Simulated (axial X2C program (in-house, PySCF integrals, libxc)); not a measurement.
A run on NWN²⁺ without results

A two-component calculation with an axial X2C code built on PySCF integrals.

Input and command:
```json
{"zs": [7, 74, 7], "q": 2, "bas": ["dyall-av3z", "dyall-v3z", "dyall-av3z"], "r0": [1.8, 1.8], "symm": 1, "scan": ["PBE0", "HF", "PBE"], "levels": ["PBE0", "HF", "B3LYP"], "nst": 2}
```
```bash
python solin.py task.json out
```

Keys: zs atomic numbers; q charge; bas basis sets; r0 starting distance in Å; symm equal bonds; scan levels of the two-bond scan; levels methods; nst determinants followed.

Outcome:

The PBE0 geometry search stopped without converging.
